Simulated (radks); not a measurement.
Values are calculated unless marked as measured or tabulated.
Problem. These are the eigenvalues of the occupied orbitals of an atom or ion with whole-number occupations (eV). Code: a radial shooting solver on a logarithmic mesh with Libxc functionals. Model: scalar-relativistic Kohn-Sham, PBE, spin-unpolarised, spherical densities, finite nucleus; Fermi nuclear charge, rms radius of each element as measured or else 0.836 A^(1/3) + 0.57 fm.

orbital  eigenvalue
1s        -1795.620
2s        -149.0014
2p        -105.0758
3s         -19.0344
3p         -11.6560

Which element is it, and in what charge state? The configuration may be excited.

Solution. Z = 14, silicon, charge +1: Si+ in [Ne] 3s2 3p1. The list shows which subshells hold electrons but not how many an open one holds; the 1s level, -65.988 hartree, gives Z - s = 11.5 by -(Z - s)^2/2, which with screening and relativity narrows Z to a few neighbours, and the depths of the outer levels then fix element, charge and occupations together.
